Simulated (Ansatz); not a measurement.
CH2F2OZn (`FC(F)[O][ZnH]`). The species carries charge 0 and has multiplicity 1.

Cartesian coordinates in Å:
```
F 0.2578 1.4972 -0.6872
C -0.5588 0.3913 -0.7311
F -1.4862 0.6162 0.2620
O 0.1146 -0.7172 -0.5196
Zn 0.9934 -0.9394 1.0519
H -1.0867 0.4042 -1.6890
H 1.7658 -1.2524 2.3130
```

Q: What are the harmonic wavenumbers in cm⁻¹ at PBE0-D4/def2-TZVP (Ansatz, finite differences of forces, unscaled)? (An estimate is asked.)

A: The calculation gave: 16, 94, 457, 458, 513, 539, 563, 740, 1011, 1057, 1301, 1348, 1389, 2004, 3103.

Q: Is this a minimum?

A: Yes, all 15 modes are real.

Q: Give the ideal-gas thermochemistry at 298.15 K and 1 bar (rigid rotor, harmonic oscillator; point group Cs, symmetry number 1).

A: Zero-point energy 87.3 kJ/mol; H(298) − E = 105.0 kJ/mol; entropy 342.8 J/(mol·K), of which translation 169.9, rotation 112.8, vibration 60.2; G(298) − E = 2.7 kJ/mol. Modes under 100 cm⁻¹ are hindered rotations or soft bends, so the harmonic entropy is rough.

Q: And at 400, 500, 600, 800 and 1000 K?

A: 
```tsv
T (K)	H − E (kJ/mol)	S (J/mol/K)	G − E (kJ/mol)
400	114.2	369.3	-33.6
500	124.5	392.2	-71.7
600	135.7	412.7	-111.9
800	160.2	447.9	-198.1
1000	186.7	477.4	-290.7
```
